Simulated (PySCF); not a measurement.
**IO at PBE0**

Computed with PBE0; I aug-cc-pVDZ-PP with ECP28, O aug-cc-pVDZ; scalar-relativistic core potentials (PySCF 2.14).

```
state                                          : ⁴Σ⁻ (quartet), unpaired electrons σ ↑, π ↑↑, a second solution, started from another occupation
bond length                                    : 2.210 Å
harmonic wavenumber                            : 379 cm⁻¹
force constant                                 : 1.20 mdyn/Å
rotational constant Be                         : 0.2430 cm⁻¹
energy of the minimum from ground-state I + O  : -0.73 eV
bond order (Mayer)                             : 1.23
dipole moment (positive dipole means I(−)O(+)) : -0.92 D
```

These are scalar-relativistic numbers at best; spin–orbit coupling would shift them, the dissociation energy most.
